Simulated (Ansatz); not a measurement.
A single point on CH6ClGaN2 (`NC[NH][GaH][Cl]`).

```yaml
crystal:
  periodic: [false, false, false]
  atoms:
    - {symbol: N, position_ang: [-0.587570, 0.480194, 1.816561]}
    - {symbol: C, position_ang: [0.187785, -0.373721, 0.949378]}
    - {symbol: N, position_ang: [0.515663, 0.152817, -0.360508]}
    - {symbol: Ga, position_ang: [-0.077248, -0.441994, -1.959078]}
    - {symbol: Cl, position_ang: [0.685326, 0.665562, -3.634644]}
    - {symbol: H, position_ang: [-0.066633, 1.310101, 2.071221]}
    - {symbol: H, position_ang: [-1.432977, 0.786478, 1.350081]}
    - {symbol: H, position_ang: [-0.368659, -1.304871, 0.806593]}
    - {symbol: H, position_ang: [1.103704, -0.637303, 1.490183]}
    - {symbol: H, position_ang: [1.157862, 0.931329, -0.342093]}
    - {symbol: H, position_ang: [-1.051853, -1.625593, -2.166996]}
basis:
  gaussian: {orbitals: def2-QZVPP}
correlation: {method: mp2}
```

```sh
$ ansatz run in.yaml --threads 4 --pin off --events-out ev --progress --plain --max-ram 10444MiB
```

It prints (some lines left out):

```
Functional definition: HF
3108 factors; integrals over basis functions are off by at most 1.1e-3 eV
mean field evaluation 1: about -68927.1995 eV, gradient 4.7e1 eV
mean field evaluation 2: about -68927.3292 eV, gradient 4.7e1 eV
mean field evaluation 4: about -68932.1954 eV, gradient 4.9e0 eV
mean field evaluation 8: about -68932.2676 eV, gradient 4.2e-1 eV
mean field -68932.26813847 eV, -2533.2141301193 hartree, gradient 1.9e-6 eV, S^2 0.000000; 0 other end points of the search recorded, 0 dependent functions left out
17 core orbitals not correlated: weight in the atoms' cores, before any rotation towards them, 1.000 or more for the frozen orbitals, at most 0.000 for the correlated occupied ones
reference -68932.26813847 eV, -2533.2141301193 hartree; 20, 20 occupied and 473, 473 virtual orbitals, 3108 factors
second order -36.00006457 eV of doubles, -0.00000000 eV of singles
Total energy: -68968.26820304 eV, -2534.5371080904 hartree
```

Run time 24 s (4 threads of an Arm Neoverse V2 on a shared host); peak host memory 3.5 GiB.
